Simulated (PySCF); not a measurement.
Compound: C2H7Ge2N.
Numbering: `[CH:1]#[C:2][GeH2:3][NH:4][GeH3:5]` (hydrogens: H6 on C1; H7, H8 on Ge3; H9 on N4; H10, H11, H12 on Ge5)

Computed by this run: PBE0-D3(BJ)/def2-SVP geometry optimisation, gas phase (PySCF); density fitting, grid level 1; the optimiser is geomeTRIC in internal coordinates, started from a GFN2-xTB structure with every atom displaced at random (about 0.01 Å).

Step 0: E = -116677.2098 eV
```
atom  x, y, z in Å  |  force x, y, z in eV/Å
C1      2.5738    1.4298    0.4405    0.479   0.888   0.293
C2      1.9314    0.5090    0.0088   -0.762  -1.164  -0.512
Ge3     0.8433   -0.9438   -0.5994    1.165   0.026   0.403
N4     -0.7157   -0.9952    0.2526   -1.229  -0.265   1.135
Ge5    -2.0243    0.2833    0.0901    0.521  -0.160   0.659
H6      3.1094    2.2785    0.7902    0.327   0.364   0.217
H7      0.5973   -0.7639   -2.0507   -0.184   0.160  -0.993
H8      1.5764   -2.2306   -0.2875    0.262  -0.366   0.035
H9     -0.7235   -1.4375    1.1817    0.164   0.191  -0.546
H10    -1.6399    1.5940    0.7494    0.143   0.460   0.205
H11    -2.2418    0.4974   -1.3527   -0.192   0.185  -1.231
H12    -3.2466   -0.2492    0.7681   -0.693  -0.316   0.334
```

Problem. Estimate the geometry and energy of step 1. (The exact step hangs on the optimiser's Hessian estimate; all steps are aligned on step 0, rigid shifts and turns removed.)

Solution. E = -116677.3319 eV, largest force 0.917 eV/Å
```
atom  x, y, z in Å  |  force x, y, z in eV/Å
C1      2.6077    1.4118    0.4561   -0.049  -0.009  -0.044
C2      1.9596    0.4860    0.0036   -0.052  -0.042   0.019
Ge3     0.8636   -0.9579   -0.6179   -0.399  -0.058   0.062
N4     -0.7591   -1.0145    0.3038    0.700   0.160  -0.571
Ge5    -2.0735    0.2628    0.0995   -0.221   0.094  -0.065
H6      3.1724    2.2393    0.8458    0.037   0.009   0.012
H7      0.5870   -0.7387   -2.1276   -0.025  -0.051   0.298
H8      1.6235   -2.2758   -0.3452   -0.109   0.133  -0.033
H9     -0.5817   -1.2427    1.2760   -0.086  -0.106   0.230
H10    -1.7229    1.6251    0.7684   -0.036  -0.160  -0.088
H11    -2.2727    0.4785   -1.4289    0.059  -0.073   0.302
H12    -3.3641   -0.3021    0.7573    0.181   0.104  -0.123
```

The energy changes by -0.1220 eV. The first-order estimate −F·Δx gives -0.4627 eV and the mean of the old and new forces, exact on a quadratic surface, -0.1515 eV. The step makes an angle of 69° with the force vector and moves no atom by more than 0.259 Å.

The cost below is that of the whole optimisation. On one thread, Arm Neoverse N1 (aarch64), shared host with 64 logical CPUs at a one-minute load of 61, this took 2.8 min and 0.54 GiB of memory at its peak.
